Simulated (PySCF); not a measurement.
## C₆ coefficients of unlike pairs at PBE0

Calculated with PySCF 2.14 from the dipole response of each species, C₆(A,B) = (3/π) ∫ α_A(iu) α_B(iu) du, in atomic units, from isotropic polarisabilities. For ions this is the dispersion term alone; charge-induced terms of lower order in 1/R come first.

```tsv
species	configuration	basis	relativity	α (bohr³)	C₆ (like pair)
Ca	[Ar] 4s2 (1S)	aug-cc-pVQZ-X2C (8s7p5d3f2g)	spin-free X2C	162.3	2271
I	[Kr] 4d10 5s2 5p5 (2P)	aug-cc-pwCVTZ-DK3 with one added diffuse shell each of s, p, d, f type (11s10p8d5f1g)	spin-free X2C	33.16	360.5
F³⁺	[He] 2s2 2p2 (3P)	def2-QZVPPD (8s5p4d2f1g)	none	0.9436	0.8486
Bi³⁺	[Xe] 4f14 5d10 6s2 (1S)	aug-cc-pV5Z-PP with ECP60MDF (8s8p6d4f3g2h)	core potential	9.916	59.37
```

Question: Estimate C₆ for Bi³⁺ with I.

Answer: The integral gives 139.7. The combination rule 2 C_A C_B / (C_A α_B/α_A + C_B α_A/α_B) gives 139.7 and the geometric mean 146.3.

No spin-orbit coupling is included.

The other pairs:

| pair | C₆ |
| --- | --- |
| I, Ca | 747.2 |
| Bi³⁺, Ca | 251.0 |
| Bi³⁺, F³⁺ | 6.976 |
| F³⁺, Ca | 25.58 |
| F³⁺, I | 15.51 |
